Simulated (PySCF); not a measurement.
CH6O2SSi, SMILES CS[SiH](O)O. Atoms are numbered in the order given.

```xyz
11

Si     0.5913     0.0347     0.6054
O      1.8625     1.0486     0.2716
O      0.9512    -1.5778     0.3932
S     -0.9048     0.6750    -0.7789
C     -2.1618    -0.6288    -0.4380
H      0.1801     0.1041     2.0284
H      2.5620     1.1009     0.9337
H      1.1876    -1.8331    -0.5083
H     -2.9051    -0.5725    -1.2442
H     -2.6634    -0.4529     0.5242
H     -1.7012    -1.6257    -0.4367
```

Coordinates come from a B3LYP-D3(BJ)/def2-SVP optimisation. This is a generated structure with no PubChem entry under its InChIKey; it may be hypothetical. One conformer was computed; it need not be the lowest.

Calculation: PBE0/pcSseg-1 (PySCF).

GIAO shieldings, no solvent; atoms listed in one row are averaged. δ = σ(ref) − σ: ²⁹Si against TMS (σ = 352.7 ppm); ¹⁷O against H2O (σ = 334.2 ppm); ³³S against H2S (σ = 716.7 ppm); ¹³C against TMS (σ = 186.3 ppm); ¹H against TMS (σ = 31.56 ppm), references at their B3LYP-D3(BJ)/def2-TZVP geometries, non-relativistic.

Estimate the chemical shifts. (Estimate from the structure and the level; the computed values follow.)


```csv
nucleus,atoms,count,δ (ppm)
²⁹Si,Si1,1,-8.0
¹⁷O,O3,1,79.3
¹⁷O,O2,1,65.7
³³S,S4,1,70.9
¹³C,C5,1,14.9
¹H,H6,1,5.36
¹H,H7,1,2.42
¹H,"H9, H10, H11",3,2.22
¹H,H8,1,1.91
```
